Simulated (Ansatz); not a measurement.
Two isomers of CH8O2Si2: A = `CO[SiH](O)[SiH3]`, B = `OC[SiH](O)[SiH3]`.

Gas-phase electronic energies from Ansatz, PBE0-D4/def2-TZVP geometries. CBS: MP2 limit from def2 TZ/QZ plus the TZ coupled-cluster correction, frozen cores. DFT in def2-TZVPP. B3LYP here is the variant with VWN-RPA as its local correlation; programs differ in this. One conformer a species, not always the lowest.

A:

Z-matrix (Å, degrees):
```
C
O 1 1.411
H 1 1.094 2 111.1
H 1 1.091 2 108.3 3 119.4
H 1 1.096 2 111.4 3 -121.2
Si 2 1.640 1 123.7 3 74.0
Si 6 2.343 2 104.5 1 172.0
O 6 1.649 2 113.1 1 -65.6
H 6 1.487 2 109.6 1 48.7
H 7 1.489 6 110.3 2 -174.4
H 7 1.490 6 109.8 2 66.7
H 7 1.487 6 111.2 2 -53.7
H 8 0.958 6 117.5 2 -68.9
```

B:

Z-matrix (Å, degrees):
```
C
Si 1 1.887
O 1 1.421 2 110.3
H 1 1.094 2 110.3 3 -118.3
H 1 1.101 2 111.2 3 123.9
Si 2 2.350 1 111.9 3 -170.1
O 2 1.664 1 106.8 3 -47.2
H 2 1.485 1 109.4 3 66.1
H 3 0.962 1 108.0 2 43.9
H 6 1.488 2 111.5 1 -173.9
H 6 1.491 2 109.8 1 66.3
H 6 1.489 2 110.4 1 -52.9
H 7 0.958 2 117.7 1 -89.4
```

(1) Which isomer does CCSD(T)/CBS put lower? Give the gap. (Best estimate.)

(2) Give E(B) − E(A) in kcal/mol with r2SCAN-D4, MP2/def2-TZVPP, PBE0-D4, PBE-D4, B2PLYP, ωB97M-V, B3LYP-D4. (An estimate is asked.)

Largest T1 diagnostic: 0.012.

Answers

(1) The calculation gave: A, by 29.9 kcal/mol.

(2) Ansatz gave: r2SCAN-D4 29.1, MP2/def2-TZVPP 30.9, PBE0-D4 27.7, PBE-D4 26.3, B2PLYP 30.9, ωB97M-V 29.4, B3LYP-D4 30.2. None reverses the order clearly.

From PBE to PBE0 (25 % exact exchange), in def2-TZVPP and without D4, E(B) − E(A) moves by +1.4 kcal/mol. In def2-TZVPP, CCSD(T) changes the Hartree–Fock value by −4.6 kcal/mol (the triples alone add −0.6 kcal/mol) and MP2 by −3.9 kcal/mol.
